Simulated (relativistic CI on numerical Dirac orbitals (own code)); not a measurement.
**Ir VI: computed level list**

Calculated at this level of theory: Dirac-Coulomb-Breit CI, separate exchange-only KLI orbitals for each configuration, model QED (radiative potential, 1s self-energy scaled to tabulated hydrogen-like ionisation energies), valence Slater integrals scaled by 0.85, P86 correlation energy added to each configuration (own radial code, finite nucleus).

Configuration list (outside the closed core [Kr] 4d10 4f14): 5s2 5p6 5d4, 5s2 5p6 5d3 6s, 5s2 5p6 5d3 5f, 5s2 5p6 5d3 6p, 5s2 5p6 5d3 5g, 5s2 5p5 5d5, 5s2 5p6 5d3 6d, 5s2 5p6 5d2 6s 6p, 5s2 5p6 5d3 7s, 5s2 5p6 5d3 7p, 5s2 5p6 5d3 6f, 5s2 5p6 5d3 7d, 5s2 5p6 5d3 8s, 5s2 5p6 5d3 8p, 5s2 5p6 5d2 5f 6s, 5s2 5p6 5d3 7f, 5s2 5p5 5d4 5f, 5s 5p6 5d5, 5s2 5p5 5d4 5g, 5s2 5p6 5d2 6p 6d, 5s2 5p5 5d4 6s, 5s2 5p6 5d2 5g 6p, 5s2 5p6 5d2 6s2, 5s2 5p6 5d 5f 6s2, 5s2 5p6 5d 6s2 6p, 5s2 5p6 5d 5g 6s2, 5s2 5p6 5d 6s2 6d, 5s2 5p6 5d2 5f2, 5s2 5p6 5d 5f2 6s, 5s2 5p6 5d 5f3, 5s2 5p6 5d 5f2 6p, 5s2 5p6 5d 5f2 5g, 5s2 5p6 5d 5f2 6d. Double excitations out of closed p, d and f shells are left out; levels of such configurations are missing from the list, as are those of other unlisted configurations, and high levels can miss mixing partners. These lack a partner that the ground configuration has and come out too high: 5s2 5p6 5d3 7s, 5s2 5p6 5d3 7p, 5s2 5p6 5d3 6f, 5s2 5p6 5d3 7d, 5s2 5p6 5d3 8s.

The lowest level is 5s2 5p6 5d4 5D_0, with 62 % of that term; Hund's rules for 5s2 5p6 5d4 give 5D with J = 0, in agreement.

| No. | Configuration | Term | J | E (cm⁻¹) | % | Landé g | Lifetime (s) |
| --- | --- | --- | --- | --- | --- | --- | --- |
| 1 | 5s2 5p6 5d4 | 5D | 0 | 0.0 | 62 |  |  |
| 2 | 5s2 5p6 5d4 | 5D | 1 | 5242.4 | 83 | 1.499 | 1.75e-01 |
| 3 | 5s2 5p6 5d4 | 5D | 2 | 9672.6 | 90 | 1.470 | 2.44e-01 |
| 4 | 5s2 5p6 5d4 | 5D | 3 | 13019.9 | 84 | 1.444 | 6.66e-01 |
| 5 | 5s2 5p6 5d4 | 5D | 4 | 15024.5 | 61 | 1.364 | 6.07e+00 |
| 6 | 5s2 5p6 5d4 | 3P | 0 | 21422.2 | 48 |  | 9.57e-03 |
| 7 | 5s2 5p6 5d4 | 3H | 4 | 22906.7 | 55 | 0.995 | 7.84e-02 |
| 8 | 5s2 5p6 5d4 | 3G | 3 | 27065.1 | 63 | 0.903 | 3.45e-02 |
| 9 | 5s2 5p6 5d4 | 3F | 2 | 28005.4 | 65 | 0.830 | 2.30e-02 |
| 10 | 5s2 5p6 5d4 | 3H | 5 | 28553.3 | 75 | 1.073 | 1.23e-01 |
| 11 | 5s2 5p6 5d4 | 3P | 1 | 28954.0 | 73 | 1.368 | 1.48e-02 |
| 12 | 5s2 5p6 5d4 | 3H | 6 | 31064.4 | 71 | 1.119 | 5.10e+00 |
| 13 | 5s2 5p6 5d4 | 3G | 4 | 33877.5 | 61 | 1.034 | 6.10e-02 |
| 14 | 5s2 5p6 5d4 | 3D | 2 | 34897.0 | 43 | 1.255 | 8.26e-02 |
| 15 | 5s2 5p6 5d4 | 3F | 4 | 36304.0 | 44 | 1.149 | 1.72e-02 |
| 16 | 5s2 5p6 5d4 | 3F | 3 | 36590.8 | 46 | 1.163 | 3.87e-02 |
| 17 | 5s2 5p6 5d4 | 3D | 3 | 39742.2 | 33 | 1.106 | 1.24e-02 |
| 18 | 5s2 5p6 5d4 | 3P | 2 | 42183.2 | 34 | 1.136 | 1.18e-02 |
| 19 | 5s2 5p6 5d4 | 3G | 5 | 42276.5 | 75 | 1.160 | 3.23e-02 |
| 20 | 5s2 5p6 5d4 | 3D | 1 | 44138.5 | 84 | 0.650 | 9.30e-03 |
| 21 | 5s2 5p6 5d4 | 1I | 6 | 44341.9 | 71 | 1.047 | 2.92e-02 |
| 22 | 5s2 5p6 5d4 | 1G | 4 | 49705.2 | 44 | 1.089 | 2.02e-02 |
| 23 | 5s2 5p6 5d4 | 1S | 0 | 50524.6 | 73 |  | 9.71e-03 |
| 24 | 5s2 5p6 5d4 | 3P | 2 | 50703.5 | 39 | 1.179 | 1.36e-02 |
| 25 | 5s2 5p6 5d4 | 1F | 3 | 53160.9 | 61 | 1.061 | 1.54e-02 |
| 26 | 5s2 5p6 5d4 | 3P | 2 | 57068.7 | 62 | 1.237 | 1.40e-02 |
| 27 | 5s2 5p6 5d4 | 3F | 4 | 61281.0 | 62 | 1.162 | 6.29e-03 |
| 28 | 5s2 5p6 5d4 | 3F | 2 | 63139.4 | 54 | 0.891 | 9.04e-03 |
| 29 | 5s2 5p6 5d4 | 3F | 3 | 63660.2 | 78 | 1.071 | 1.60e-02 |
| 30 | 5s2 5p6 5d4 | 3P | 1 | 64305.3 | 96 | 1.484 | 9.02e-03 |
| 31 | 5s2 5p6 5d4 | 3P | 0 | 67571.3 | 82 |  | 1.30e-02 |
| 32 | 5s2 5p6 5d4 | 1G | 4 | 67880.8 | 73 | 1.057 | 9.32e-03 |
| 33 | 5s2 5p6 5d4 | 1D | 2 | 82595.9 | 90 | 1.000 | 5.85e-03 |
| 34 | 5s2 5p6 5d4 | 1S | 0 | 104420.4 | 91 |  | 2.84e-03 |
| 35 | 5s2 5p6 5d3 6s | 5F | 1 | 118047.5 | 86 | 0.076 | 1.87e-04 |
| 36 | 5s2 5p6 5d3 6s | 5F | 2 | 121062.8 | 82 | 1.015 | 1.60e-04 |
| 37 | 5s2 5p6 5d3 6s | 5F | 3 | 126414.7 | 92 | 1.243 | 1.57e-04 |
| 38 | 5s2 5p6 5d3 6s | 5F | 4 | 131365.5 | 87 | 1.317 | 1.47e-04 |
| 39 | 5s2 5p6 5d3 6s | 5P | 2 | 133947.7 | 33 | 1.327 | 9.25e-05 |
| 40 | 5s2 5p6 5d3 6s | 5F | 5 | 135312.7 | 70 | 1.332 | 1.33e-04 |
| 41 | 5s2 5p6 5d3 6s | 5P | 1 | 136215.7 | 73 | 2.175 | 1.09e-04 |
| 42 | 5s2 5p6 5d3 6s | 3F | 2 | 138189.0 | 59 | 1.077 | 7.34e-05 |
| 43 | 5s2 5p6 5d3 6s | 3G | 3 | 141510.4 | 48 | 0.942 | 8.71e-05 |
| 44 | 5s2 5p6 5d3 6s | 3H | 4 | 143287.4 | 43 | 0.974 | 9.98e-05 |
| 45 | 5s2 5p6 5d3 6s | 3D | 1 | 144684.0 | 32 | 1.028 | 9.03e-05 |
| 46 | 5s2 5p6 5d3 6s | 5P | 3 | 144860.2 | 89 | 1.610 | 9.43e-05 |
| 47 | 5s2 5p6 5d3 6s | 3P | 0 | 146088.3 | 99 |  | 1.00e-04 |
| 48 | 5s2 5p6 5d3 6s | 3H | 5 | 147884.9 | 47 | 1.144 | 1.04e-04 |
| 49 | 5s2 5p6 5d3 6s | 3G | 4 | 149128.0 | 40 | 1.071 | 8.23e-05 |
| 50 | 5s2 5p6 5d3 6s | 3F | 3 | 149768.3 | 48 | 0.958 | 7.86e-05 |
| 51 | 5s2 5p6 5d3 6s | 3D | 2 | 152126.2 | 33 | 1.374 | 8.70e-05 |
| 52 | 5s2 5p6 5d3 6s | 3F | 4 | 153514.5 | 54 | 1.060 | 7.39e-05 |
| 53 | 5s2 5p6 5d3 6s | 3P | 1 | 154005.6 | 62 | 1.556 | 8.28e-05 |
| 54 | 5s2 5p6 5d3 6s | 3H | 6 | 156377.1 | 100 | 1.167 | 9.80e-05 |
| 55 | 5s2 5p6 5d3 6s | 3P | 2 | 158301.8 | 54 | 1.292 | 6.90e-05 |
| 56 | 5s2 5p6 5d3 6s | 3P | 1 | 158476.6 | 56 | 1.061 | 8.00e-05 |
| 57 | 5s2 5p6 5d3 6s | 3D | 3 | 159795.5 | 88 | 1.321 | 8.39e-05 |
| 58 | 5s2 5p6 5d3 6s | 3H | 5 | 159837.7 | 49 | 1.089 | 9.17e-05 |
| 59 | 5s2 5p6 5d3 6s | 3P | 0 | 160347.7 | 99 |  | 6.09e-05 |
| 60 | 5s2 5p6 5d3 6s | 3F | 3 | 164740.7 | 85 | 1.110 | 7.55e-05 |
| 61 | 5s2 5p6 5d3 6s | 3F | 2 | 164933.5 | 39 | 1.011 | 7.76e-05 |
| 62 | 5s2 5p6 5d3 6s | 1H | 5 | 165162.7 | 68 | 1.068 | 6.85e-05 |
| 63 | 5s2 5p6 5d3 6s | 3F | 4 | 165663.1 | 91 | 1.232 | 7.78e-05 |
| 64 | 5s2 5p6 5d3 6s | 3P | 2 | 166096.4 | 42 | 1.083 | 7.06e-05 |
| 65 | 5s2 5p6 5d3 6s | 1G | 4 | 167954.0 | 50 | 1.045 | 6.49e-05 |
| 66 | 5s2 5p6 5d3 6s | 1D | 2 | 168972.4 | 50 | 1.172 | 6.96e-05 |
| 67 | 5s2 5p6 5d3 6s | 1P | 1 | 172065.1 | 52 | 1.073 | 6.73e-05 |
| 68 | 5s2 5p6 5d3 6s | 1F | 3 | 172806.8 | 81 | 1.041 | 6.91e-05 |
| 69 | 5s2 5p6 5d3 6s | 3D | 1 | 185577.8 | 96 | 0.530 | 6.64e-05 |
| 70 | 5s2 5p6 5d3 6s | 3D | 2 | 186322.5 | 84 | 1.143 | 6.63e-05 |

Energies count from the lowest computed level; lifetimes are radiative, by E1, M1, E2 decay to levels of this space only.

The mean weight of the leading LS term, summed over parents, in these 70 levels is 66 %, and that of the leading jj configuration (from the same eigenvectors) 69 %.

At this charge configurations can still be misplaced by up to about 7 % of their energy. Levels and lines within the n = 5 or 6 shells can be off by up to 10 % or somewhat more, and those that change n by about 2 %, since core polarisation is missing.

LS names give the leading component of a level, which can be under half, so a name can repeat, a term be missing and a line seem to break the LS rules.
